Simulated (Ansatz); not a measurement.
C$_{2}$H$_{10}$AsIn, SMILES `[CH3][InH-]([CH3])[AsH3+]`, 14 atoms. The species carries charge 0 and has multiplicity 1. Correlated methods include outer-core shells of As, In, which these sets cover unevenly. Scalar relativity is left out up to krypton. In: def2 effective core potential. All runs use 4 threads of an Intel Xeon Platinum 8259CL on a shared host. Correlated methods freeze the cores.

Task: Give the basis size and wall time and peak host memory of each of these runs in Ansatz. RKS ωB97M-V/def2-QZVPP energy; RHF-MP2/def2-QZVPP energy; direct RPA on PBE orbitals/def2-TZVPP energy; RHF-CCSD(T)/def2-SVP energy; RKS PBE0-D4/def2-SVP energy; RHF-MP2/def2-TZVPP energy; RKS BLYP-D4/def2-TZVPP energy; RKS r2SCAN0-D4/def2-TZVPP energy; RKS PBE0-D4/def2-TZVP frequencies; RKS ωB97M-V/def2-SVP energy; RKS PBE0-D4/def2-TZVP relaxation (20 steps); RKS r2SCANh-D4/def2-TZVPP energy. (Best estimate.)

Result: Ansatz gave: Other jobs shared the machine, so times are rough.

| level | job | functions | wall time | peak host memory (GiB) |
| --- | --- | --- | --- | --- |
| RKS PBE0-D4/def2-SVP | energy | 136 | 2.2 s | 0.58 |
| RKS BLYP-D4/def2-TZVPP | energy | 300 | 3.7 s | 0.46 |
| RHF-MP2/def2-TZVPP | energy | 300 | 6.5 s | 0.93 |
| RKS ωB97M-V/def2-SVP | energy | 136 | 7.5 s | 0.58 |
| RKS r2SCANh-D4/def2-TZVPP | energy | 300 | 7.5 s | 1 |
| RKS r2SCAN0-D4/def2-TZVPP | energy | 300 | 7.5 s | 1.1 |
| direct RPA on PBE orbitals/def2-TZVPP | energy | 300 | 9.5 s | 0.94 |
| RHF-CCSD(T)/def2-SVP | energy | 136 | 18 s | 1.1 |
| RKS ωB97M-V/def2-QZVPP | energy | 585 | 32 s | 3 |
| RHF-MP2/def2-QZVPP | energy | 585 | 40 s | 4.6 |
| RKS PBE0-D4/def2-TZVP | relaxation (20 steps) | 220 | 100 s | 0.78 |
| RKS PBE0-D4/def2-TZVP | frequencies | 220 | 5.4 min | 0.8 |
